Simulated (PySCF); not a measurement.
## Calculated NMR data

- σ from GIAO-PBE0/pcSseg-1
- geometry: GFN2-xTB
- program: PySCF 2.14.0 with density-fitted response routines
- single conformer, averaged over atoms made equivalent by symmetry, fast rotation or ring inversion, in vacuum, relativity neglected

Shifts are taken against calculated references (same method and geometry level): TMS for 1H (31.72 ppm), 13C (186.93 ppm). Splittings of carbon signals by F and P are missing where no couplings were computed. Where no couplings were computed, multiplicities follow the n + 1 count of equivalent neighbours, and m marks all less simple cases (inequivalent or close neighbours, rings, F or P nearby). Shifts are as computed. Against solution values, carbons near 30 ppm lie about +3 ppm off and those near 130 ppm about +5 ppm. Of 1211 compounds with measured shifts, 218 miss one by over three times the rms of a fit or turn the order of signals round; such compounds aren't used in these exercises. OH and NH positions are gas-phase values without hydrogen bonding to other molecules.

**1.** SMILES CC(OC(=C)O[SiH2]O)C, C5H12O3Si. 1H NMR (600 MHz, computed): δ 5.13 (s, 2H), 4.14 (sept, 1H), 3.74 (br s, 1H), 3.04 (br s, 1H), 1.28 (d, 6H), 0.84 (br s, 1H). 13C{1H} NMR (computed): δ 166.6, 72.3, 62.0, 23.0.

**2.** `InChI=1S/C5H5FN2/c6-3-1-5-2-4-7-8-5/h1-4H,(H,7,8)/b3-1-`. 1H NMR (600 MHz, computed): δ 10.37 (br s, 1H), 7.64 (m, 1H), 6.99 (m, 1H), 6.33 (m, 1H), 5.98 (m, 1H). 13C{1H} NMR (computed): δ 157.8, 142.9, 139.2, 112.0, 107.3.
